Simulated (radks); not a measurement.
Q: Species: Pb4+. Configuration: [Xe] 4f14 5d10. All-electron calculation, scalar-relativistic Kohn-Sham, PBE, spin-polarised, spherical densities, finite nucleus; Fermi nuclear charge, rms radius 5.5012 fm. Program: a radial shooting solver on a logarithmic mesh with Libxc functionals. Some entries of the table are withheld. Estimate them.

| orbital | occ. | eigenvalue (hartree) | r(max) (bohr) |
|---|---|---|---|
| 1s | 2 | -3238.202 | 0.009847 |
| 2s | 2 | -580.4940 | 0.05717 |
| 2p | 6 | -498.3636 | 0.04761 |
| 3s | 2 | -140.5125 | (1) |
| 3p | 6 | -116.9478 | 0.1613 |
| 3d | 10 | (2) | 0.1314 |
| 4s | 2 | -32.99032 | 0.3623 |
| 4p | 6 | (3) | 0.3823 |
| 4d | 10 | -16.30153 | 0.3883 |
| 5s | 2 | -6.81065 | 0.7890 |
| 4f | 14 | (4) | 0.3498 |
| 5p | 6 | -4.66946 | (5) |
| 5d | 10 | (6) | 1.066 |

A: 
(1) 3s r(max) (bohr): 0.1612
(2) 3d eigenvalue (hartree): -92.85355
(3) 4p eigenvalue (hartree): -25.26336
(4) 4f eigenvalue (hartree): -6.40772
(5) 5p r(max) (bohr): 0.8818
(6) 5d eigenvalue (hartree): -2.26635
